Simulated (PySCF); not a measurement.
A structure optimised at PBE0-D3(BJ)/def2-SVP, used in a PySCF frequency run:

```
C
H 1 1.0974
H 1 1.0992 2 110.33
H 1 1.0992 2 110.33 3 -122.75
Bi 1 2.2586 2 107.56 4 -118.63
Br 5 2.6219 1 93.11 2 -50.52
Br 5 2.6219 1 93.11 2 50.52
```
Charge 0, spin multiplicity 1.

**Question.** Write its SMILES, formula and point group.

**Answer.** [CH3][Bi]([Br])[Br], CH₃BiBr₂, Cs

**Question.** What are its rotational constants (standard atomic weights)?

**Answer.** 1.4660, 0.69486, 0.54594 GHz
